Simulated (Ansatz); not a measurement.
This geometry of BF3H2O (7 atoms, charge 0, multiplicity 1) is a first-order saddle point.

Theory: RKS PBE-D4/def2-SVP in Ansatz 0.2.0.

```xyz
7
Properties=species:S:1:pos:R:3
B 0.052 -0.285 -0.063
F -0.028 0.086 1.576
F 1.177 0.258 -0.540
F -1.128 0.043 -0.622
O 0.168 -1.719 0.367
H -0.645 -2.208 0.133
H 0.045 -1.028 1.464
```

**Question.** Which two structures does it join? (They come from a converged band through this point; their orientation in space is the band's.)

**Answer.** Bonds broken: B1–F2, O5–H7. Bonds formed: F2–H7. BF3H2O becomes BF2HO + FH.

Image 0:

```xyz
7
Properties=species:S:1:pos:R:3
B 0.044 0.006 0.081
F -0.055 0.533 1.336
F 1.186 0.242 -0.593
F -1.110 -0.030 -0.647
O 0.172 -1.738 0.508
H -0.654 -2.122 0.148
H 0.060 -1.744 1.481
```

Image 6:

```xyz
7
Properties=species:S:1:pos:R:3
B 0.046 -0.447 -0.424
F -0.047 -0.006 2.140
F 1.162 0.250 -0.568
F -1.103 0.028 -0.906
O 0.115 -1.697 0.148
H -0.755 -2.138 0.132
H 0.223 -0.843 1.794
```

**Question.** How far does it lie above each of them?

**Answer.** 0.83 eV above the first and 0.33 eV above the second. This is the barrier of this one path; another mechanism may lie lower. The orbitals stay closed-shell, which can raise the energy where a bond breaks towards radicals; this wasn't checked here.

Run time: 110 s on 1 thread of Arm Neoverse V1, on a shared host, peak memory 0.14 GiB.
